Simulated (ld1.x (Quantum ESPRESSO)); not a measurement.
As: one change to a PAW potential, before and after

ld1.x (Quantum ESPRESSO) 7.5 input, shortened:

```
&input
   title='As', zed=33., rel=1, dft='PBE', iswitch=3,
   config='[Ar] 3d10 4s2 4p3'
 /
 &inputp
   pseudotype=3, lpaw=.true., tm=.true., lloc=-1, rcloc=1.75,
   nlcc=.true., new_core_ps=.true.,
   which_augfun='PSQ', rmatch_augfun_nc=.true.
 /
6
4S  1  0   2.00   0.00  1.30  1.80  0.0
4S  1  0   0.00   4.05  1.30  1.80  0.0
4P  2  1   3.00   0.00  1.85  2.30  0.0
4P  2  1   0.00   1.30  1.85  2.30  0.0
3D  3  2  10.00   0.00  1.05  1.35  0.0
3D  3  2   0.00  -1.55  1.05  1.35  0.0
 &test
   configts(1)='3d10 4s2 4p3'
 /
```

All-electron outer shells of the reference configuration (PBE, scalar-relativistic, ld1.x):

| shell | level (eV) | outermost node (bohr) | outermost maximum (bohr) |
| --- | --- | --- | --- |
| 3s | -190.31 | 0.25 | 0.52 |
| 3p | -133.68 | 0.22 | 0.52 |
| 3d | -40.65 | – | 0.47 |
| 4s | -14.49 | 0.73 | 1.61 |
| 4p | -5.19 | 0.78 | 2.00 |

Change: waves 3d (bound): rcut 0.98, rcutus 1.04 bohr; 3d channel at -1.55 Ry: rcut 0.98, rcutus 1.04 bohr.

Cutoffs: the cutoffs (Ry, on a coarse ladder) from which the occupation-weighted sum of valence levels, in a spherical-Bessel basis at the reference potential, stays within 10 and 1 mRy of its value at 400 Ry; they do not see the model core or the augmentation charge, which bear on the density cutoff. Errors are all-electron minus pseudo energies relative to the spin-unpolarised reference configuration.

Task: Predict the effect on cutoff, ghosts and configuration errors.

Result: The potential gets harder (70 Ry and 120 Ry → 160 Ry and 260 Ry); the number of tests that count goes from 6 to 7; the errors of the 6 common tests hardly move; neither file shows a bound ghost at the reference potential, the only one tested. A smaller radius makes the pseudo-wave follow the all-electron one further in, where it bends more sharply, so more plane waves are needed.

| quantity | base | changed |
| --- | --- | --- |
| cutoff, loose | 70 Ry | 160 Ry |
| cutoff, tight | 120 Ry | 260 Ry |
| loose cutoff by channel (10 mRy a level) | s 6 Ry, p 8 Ry, d 50 Ry | s 6 Ry, p 8 Ry, d 90 Ry |
| bound ghosts | none | none |
| tests counted (converged, no solver errors) | 6 of 7 | 7 of 7 |
| error for 3d10 4s2 4p2, meV [ΔE 9.15 eV] | -1.2 | -1.2 |
| error for 3d10 4s2 4p1, meV [ΔE 27.07 eV] | -3.8 | -3.8 |
| error for 3d10 4s2 4p0, meV [ΔE 54.77 eV] | -8.7 | -8.8 |
| error for 3d10 4s2 4p2.5, meV [ΔE 3.56 eV] | -0.5 | -0.5 |
| error for 3d10 4s1 4p4, meV [ΔE 9.42 eV] | -0.9 | -0.8 |
| error for 3d10 4s2 4p3.3, meV [ΔE -1.23 eV] | +0.2 | +0.2 |
| s: phases at 2.52 bohr within 0.05 rad from the reference energy up to (Ry; the scan ends near 5) | to the end of the scan | to the end of the scan |
| p: phases at 2.52 bohr within 0.05 rad from the reference energy up to (Ry; the scan ends near 5) | 3.9 | 3.9 |
| d: phases at 2.52 bohr within 0.05 rad from the reference energy up to (Ry; the scan ends near 5) | to the end of the scan | to the end of the scan |
| lowest overlap eigenvalue by channel | s 0.55, p 0.63, d 0.21 | s 0.55, p 0.63, d 1.00 |

Base: Tests not counted: 3d9 4s2 4p3 (solver errors, printed error -2388 eV).
